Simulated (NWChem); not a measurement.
# BHOBr$_{2}$; SMILES OB(Br)Br

```xyz
5

B      0.6483     0.0143     0.0000
Br    -0.3096    -1.6571     0.0000
Br    -0.3049     1.6679     0.0000
O      1.9839     0.0471     0.0000
H      2.3929    -0.8269     0.0000
```
Atoms are numbered in this order, from 1.

Computed with NWChem. Structure relaxed at the PBE0/def2-SVP level.

What does the run give for B3LYP/def2-TZVP? Quantities: highest occupied level (eV); orbital gap (eV); dipole (D).


```
Quantity                     Result
---------------------------  ------
highest occupied level (eV)   -8.06
orbital gap (eV)               7.17
dipole (D)                     1.77
```
